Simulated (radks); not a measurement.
The numbers below are computed, except where a source is named.
Ionisation of the gold ion Au57+, [Ar] 3d4, to Au58+, [Ar] 3d3, under several functionals. Dirac Kohn-Sham, spin-unpolarised, spherical densities, point nucleus; open shells fill j = l - 1/2 first; a radial shooting solver on a logarithmic mesh with Libxc functionals.

functional                               E(Au57+) (hartree)  Exc (hartree)  IE (eV)  -e(HOMO) (eV)  <r> HOMO (bohr)  IE error (eV)
exchange-only B88                               -15923.0346      -220.7458   5848.9         5773.1           0.1529           +2.9
PBE                                             -15922.9668      -220.6681   5850.2         5774.5           0.1530           +4.2
LDA (Slater exchange, VWN5 correlation)         -15911.9328      -209.5531   5850.0         5774.2           0.1529           +4.0
exchange-only PBE                               -15921.8003      -219.4989   5848.2         5772.5           0.1530           +2.2
B86b exchange with PBE correlation              -15924.1382      -221.8483   5850.5         5774.8           0.1530           +4.5
PW91                                            -15924.1610      -221.8717   5851.0         5775.3           0.1529           +5.0
SOGGA                                           -15917.7328      -215.3984   5849.4         5773.7           0.1530           +3.4
OLYP                                            -15925.5850      -223.3380   5856.6         5781.0           0.1529          +10.6

NIST Atomic Spectra Database: 5846 eV (theoretical). Closest: exchange-only PBE. The Delta-SCF values span 8.38 eV, the total energies 13.65 hartree. The highest occupied level is 3d3/2. Spin polarisation and multiplet splitting are left out, so open shells lie too high by an amount that depends on their filling.

Beside tabulated values, note that spin-unpolarised runs miss the spin-polarisation part of the exchange energy of open shells.
